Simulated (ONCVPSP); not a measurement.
# lead (Pb): one change to an ONCV potential, before and after

ONCVPSP 4.0.1 input, shortened (lines: element, Z, core and valence counts, functional; n l f; lmax; l rc ep ncon nbas qcut; lloc lpopt rc5 dvloc0; l nproj debl; icmod fcfact rcfact), PBE, scalar-relativistic:

```
  Pb 82.00   10    5        4      upf
    1    0    2.00
    2    0    2.00
    2    1    6.00
    3    0    2.00
    3    1    6.00
    3    2   10.00
    4    0    2.00
    4    1    6.00
    4    2   10.00
    4    3   14.00
    5    0    2.00
    5    1    6.00
    5    2   10.00
    6    0    2.00
    6    1    2.00
    2
    0    1.60    0.00    4    8    6.20
    1    1.80    0.00    4    7    7.80
    2    1.55    0.00    3    7   10.00
    4    5    1.55    0.00
    0    2    1.80
    1    2    3.30
    2    2    2.20
    0    0.00    0.00
```

All-electron outer shells of the reference configuration (PBE, scalar-relativistic, ld1.x):

```json
{"shell": "4d", "level (eV)": "-402.09", "outermost node (bohr)": "0.19", "outermost maximum (bohr)": "0.39"}
{"shell": "5s", "level (eV)": "-144.16", "outermost node (bohr)": "0.45", "outermost maximum (bohr)": "0.79"}
{"shell": "4f", "level (eV)": "-132.89", "outermost node (bohr)": "–", "outermost maximum (bohr)": "0.35"}
{"shell": "5p", "level (eV)": "-85.83", "outermost node (bohr)": "0.49", "outermost maximum (bohr)": "0.88"}
{"shell": "5d", "level (eV)": "-21.18", "outermost node (bohr)": "0.52", "outermost maximum (bohr)": "1.07"}
{"shell": "6s", "level (eV)": "-12.04", "outermost node (bohr)": "1.01", "outermost maximum (bohr)": "1.95"}
{"shell": "6p", "level (eV)": "-3.50", "outermost node (bohr)": "1.18", "outermost maximum (bohr)": "2.67"}
```

Change: reference 5s2 5p6 5d10 6s2; wave 5p+6p: rc 1.80 bohr, ncon 4, nbas 7, qcut 7.8 1/bohr, 2 projectors becomes 5p: rc 1.80 bohr, ncon 4, nbas 7, qcut 7.8 1/bohr, 2 projectors, debl 3.3 Ha. In the p channel the program set the typed energies aside and used -3.771, 0.050 Ha.

Cutoffs: the cutoffs (Ha) at which the residual kinetic energy of the hardest occupied pseudo-wave falls to 1 and 0.1 mHa per electron; they do not see the model core or the augmentation charge, which bear on the density cutoff. Errors are all-electron minus pseudo energies relative to the spin-unpolarised reference configuration.

What does the change do?

The potential gets harder (26 Ha and 56 Ha → 26 Ha and 67 Ha); the number of tests with a reliable result goes from 3 to 4; neither file shows a bound ghost.

| quantity | base | changed |
| --- | --- | --- |
| cutoff, loose | 26 Ha | 26 Ha |
| cutoff, tight | 56 Ha | 67 Ha |
| loose cutoff by channel | s 18 Ha, p 19 Ha, d 26 Ha | s 18 Ha, p 19 Ha, d 26 Ha |
| bound ghosts | none | none |
| GHOST(+) flags under 300 eV | none | none |
| tests with a reliable result | 3 of 4 | 4 of 4 |
| s: phases at 1.62 bohr within 0.05 rad from the reference energy up to (Ha; the scan ends near 5) | 4.6 | 4.1 |
| p: phases at 1.83 bohr within 0.05 rad from the reference energy up to (Ha; the scan ends near 5) | to the end of the scan | to the end of the scan |
| d: phases at 1.57 bohr within 0.05 rad from the reference energy up to (Ha; the scan ends near 5) | to the end of the scan | to the end of the scan |
